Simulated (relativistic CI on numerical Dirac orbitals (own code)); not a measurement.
Computed by Dirac-Coulomb-Breit CI, separate exchange-only KLI orbitals for each configuration, model QED, unscaled Slater integrals (own radial code, finite nucleus).

CI space (outside the closed core 1s2): 2s2 2p6, 2s2 2p5 3s, 2s2 2p5 3p, 2s2 2p5 3d, 2s 2p6 3s, 2s 2p6 3p, 2s2 2p5 4s, 2s2 2p5 4p, 2s 2p6 3d, 2s2 2p5 4d, 2s2 2p5 4f, 2s2 2p5 5s, 2s2 2p5 5p, 2s2 2p4 3s2, 2s2 2p5 5d, 2s2 2p5 5f, 2s2 2p5 5g, 2s2 2p4 3s 3p, 2s 2p6 4s, 2s2 2p4 3p2, 2s 2p6 4p, 2s2 2p4 3s 3d, 2s 2p6 4d, 2s 2p6 4f, 2s2 2p4 3p 3d, 2s 2p5 3s2, 2s 2p6 5s, 2s2 2p4 3d2, 2s 2p6 5p, 2s 2p5 3s 3p, 2s 2p6 5d, 2s 2p6 5f, 2s 2p6 5g, 2s 2p5 3p2, 2s 2p5 3s 3d, 2s 2p5 3p 3d. Levels of other configurations are missing.

At this charge energies of transitions that change n are usually good to better than 1 %, and those within a shell (Δn = 0) to a few per cent.

Outline of the computed level scheme of K X. Lowest level of each configuration: 2s2 2p6 1S_0 at 0.000 eV; 2s2 2p5 3s 3P°_2 at 296.489 eV; 2s2 2p5 3p 3S_1 at 313.432 eV; 2s2 2p5 3d 3P°_0 at 341.173 eV; 2s 2p6 3s 3S_1 at 380.602 eV; 2s2 2p5 4s 3P°_2 at 396.049 eV; 2s 2p6 3p 3P°_1 at 401.286 eV; 2s2 2p5 4p 3S_1 at 403.625 eV.

Some strong electric-dipole decays among the lowest 45 levels: 2s2 2p5 3d 1P°_1 → 2s2 2p6 1S_0 (4.0e+12 s⁻¹); 2s 2p6 3p 1P°_1 → 2s2 2p6 1S_0 (5.6e+11 s⁻¹); 2s2 2p5 3d 3D°_1 → 2s2 2p6 1S_0 (2.5e+11 s⁻¹); 2s2 2p5 3s 1P°_1 → 2s2 2p6 1S_0 (2.2e+11 s⁻¹); 2s 2p6 3p 3P°_1 → 2s2 2p6 1S_0 (1.2e+11 s⁻¹); 2s2 2p5 3s 3P°_1 → 2s2 2p6 1S_0 (1.1e+11 s⁻¹); 2s2 2p5 4s 1P°_1 → 2s2 2p6 1S_0 (9.4e+10 s⁻¹); 2s2 2p5 4s 3P°_1 → 2s2 2p6 1S_0 (7.3e+10 s⁻¹).

LS names give the leading component of a level, which can be under half, so a name can repeat, a term be missing and a line seem to break the LS rules.
